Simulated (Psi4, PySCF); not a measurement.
H7NSi2, charge +1, doublet, geometry from GFN2-xTB (a state made from the parent by changing its charge; the spin is typed, not shown lowest), atoms displaced at random by about 0.08 Å a coordinate. Base run: PySCF with TPSS/STO-3G, gradient.

PySCF was given this input:
```python
from pyscf import gto, scf, dft

mol = gto.Mole()
mol.atom = '''
    Si    1.688638   -0.082923    0.264169
    N     0.051314   -0.611988   -0.349560
    Si   -1.616119    0.358267   -0.167350
    H     2.533760   -0.064142   -0.932524
    H     1.534211    0.999754    1.245525
    H     1.869838   -1.378466    0.931440
    H    -0.200646   -1.167662   -0.922481
    H    -2.376686   -0.571523    0.198124
    H    -1.880000    0.910801   -1.473913
    H    -1.479359    1.622306    0.989707
'''
mol.basis = 'sto-3g'
mol.charge = 1
mol.spin = 1
mol.verbose = 4
mol.build()

mf = dft.UKS(mol)
mf.xc = 'tpss'
mf.kernel()
g = mf.nuc_grad_method()
grad = g.kernel()
```

Programs used: Psi4, PySCF; a row that names a program was run with it.

The coordinate followed is y of atom 10.

Variants of this job, named by their change:

```json
[
 {"change": "base", "dE/dx (Eh/bohr)": "0.062983", "net force (Eh/bohr)": "0.000035"},
 {"change": "finite difference step (bohr) = 1e-4; conv_tol = 1e-11", "dE/dx (Eh/bohr)": "0.062985", "net force (Eh/bohr)": "-"},
 {"change": "code = psi4", "dE/dx (Eh/bohr)": "0.062958", "net force (Eh/bohr)": "0.000102"},
 {"change": "density fitting = on; auxbasis_response = off", "dE/dx (Eh/bohr)": "0.062905", "net force (Eh/bohr)": "0.000976"},
 {"change": "density fitting = on", "dE/dx (Eh/bohr)": "0.062957", "net force (Eh/bohr)": "0.000035"},
 {"change": "grids.level = 1; grid_response = on", "dE/dx (Eh/bohr)": "0.062979", "net force (Eh/bohr)": "0.000000"},
 {"change": "conv_tol = 1e-11", "dE/dx (Eh/bohr)": "0.062983", "net force (Eh/bohr)": "0.000035"},
 {"change": "grid_response = on", "dE/dx (Eh/bohr)": "0.062985", "net force (Eh/bohr)": "0.000000"},
 {"change": "conv_tol = 1e-6", "dE/dx (Eh/bohr)": "0.062975", "net force (Eh/bohr)": "0.000035"},
 {"change": "grids.level = 0; grid_response = off", "dE/dx (Eh/bohr)": "0.062439", "net force (Eh/bohr)": "0.007834"},
 {"change": "finite difference step (bohr) = 1e-5; conv_tol = 1e-11", "dE/dx (Eh/bohr)": "0.062985", "net force (Eh/bohr)": "-"},
 {"change": "finite difference step (bohr) = 1e-3; conv_tol = 1e-11", "dE/dx (Eh/bohr)": "0.062985", "net force (Eh/bohr)": "-"}
]
```

The net force is zero for an exact gradient.

Open shells are given as the SCF converged; they aren't shown to be the lowest states, and a large step between rows can be another state.
